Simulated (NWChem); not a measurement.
System: disilylmethane (CH8Si2); SMILES [SiH3]C[SiH3]

Input file for NWChem:

```
start job
memory heap 200 mb stack 900 mb global 1100 mb
geometry units angstroms noautosym nocenter noautoz
  Si    -1.595022     0.001000     0.172322
  C      0.000000     0.000000    -0.828870
  Si     1.595022    -0.001000     0.172322
  H     -2.788222     0.004700    -0.729497
  H     -1.665263    -1.212625     1.043129
  H     -1.661276     1.212201     1.046881
  H      0.000479     0.885498    -1.487984
  H     -0.000479    -0.885498    -1.487984
  H      1.661276    -1.212201     1.046881
  H      1.665263     1.212625     1.043129
  H      2.788222    -0.004700    -0.729497
end
basis spherical
  Si library def2-svpd
  C library def2-svpd
  H library def2-svpd
end
dft
  xc b3lyp
  iterations 150
end
property
  response 1 0.0
end
task dft property
```

Geometry: optimised at PBE0/def2-SVP.

Static field.

Question: Give the results of this calculation. (B3LYP/def2-SVPD.) Quantities: isotropic polarisability (bohr³); anisotropy (bohr³).

Answer: 
```
Property                          Result
--------------------------------  ------
isotropic polarisability (bohr³)    70.5
anisotropy (bohr³)                  18.8
```
